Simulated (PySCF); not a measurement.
B(Cl)(OH)(OEt) (C₂H₆BClO₂), SMILES CCOB(O)Cl.

Coordinates come from a PBE-D3(BJ)/def2-SVP optimisation. The values are those of a single conformer.

These are TDDFT-PBE/def2-SVPD (PySCF 2.14.0) values and carry that method's errors.

Vertical excitations. The molecule is in vacuum.

**Question.** List the lowest excited states. (Estimate from the structure and the level; the computed values follow.)

**Answer.** 
| state | energy (eV) | λ (nm) | f | main pairs |
|---|---|---|---|---|
| S1 | 6.70 | 185 | 0.007 | HOMO→LUMO 100 % |
| S2 | 7.00 | 177 | 0.023 | HOMO−1→LUMO 97 % |
| S3 | 7.14 | 174 | 0.014 | HOMO−2→LUMO 98 % |
| S4 | 7.30 | 170 | 0.004 | HOMO−3→LUMO 99 % |
| S5 | 7.51 | 165 | 0.001 | HOMO−1→LUMO+1 98 % |
| S6 | 7.63 | 162 | 0.147 | HOMO→LUMO+1 50 %, HOMO→LUMO+2 45 % |
| S7 | 7.71 | 161 | 0.007 | HOMO−2→LUMO+1 87 % |
| S8 | 7.91 | 157 | 0.050 | HOMO→LUMO+2 40 %, HOMO→LUMO+1 26 %, HOMO→LUMO+3 16 %, HOMO−1→LUMO+2 8 % |
| S9 | 7.99 | 155 | 0.004 | HOMO→LUMO+3 54 %, HOMO−1→LUMO+2 42 % |
| S10 | 8.02 | 155 | 0.005 | HOMO−1→LUMO+2 48 %, HOMO→LUMO+3 29 %, HOMO→LUMO+1 9 %, HOMO→LUMO+2 9 % |
| T1 | 6.63 | 187 | 0 | HOMO→LUMO 99 % |
| T2 | 6.85 | 181 | 0 | HOMO→LUMO+1 91 % |
| T3 | 6.88 | 180 | 0 | HOMO−1→LUMO 93 % |
| T4 | 7.06 | 176 | 0 | HOMO−2→LUMO 97 % |
Triplets are in the Tamm–Dancoff approximation, which puts them higher than full response would, so one can lie above its singlet here.
